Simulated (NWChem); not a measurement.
System: CH3IMgO; SMILES C[O][Mg][I]

```xyz
7

Mg     0.0000     0.0000    -1.0548
I      0.0000     0.0000     1.4970
O      0.0000     0.0000    -2.8166
C      0.0000     0.0000    -4.1899
H     -0.0307     1.0264    -4.6067
H      0.9042    -0.4866    -4.6067
H     -0.8735    -0.5398    -4.6067
```
Atoms are numbered in this order, from 1.

The geometry was optimised at PBE0/def2-SVP. B3LYP is NWChem's, with the RPA form of VWN correlation. def2 effective core potentials on I; no spin-orbit coupling.

Q: List the 4 lowest vertical singlet excitations from B3LYP/def2-SVP with def2 effective core potentials on I, TDA (NWChem).

A: 
```tsv
state	energy (eV)	oscillator strength	leading excitation (squared amplitude)
S1	4.33	0.003	HOMO → LUMO (0.99)
S2	4.33	0.003	HOMO−1 → LUMO (0.99)
S3	4.67	0.062	HOMO−2 → LUMO (1.00)
S4	4.67	0.062	HOMO−3 → LUMO (1.00)
```
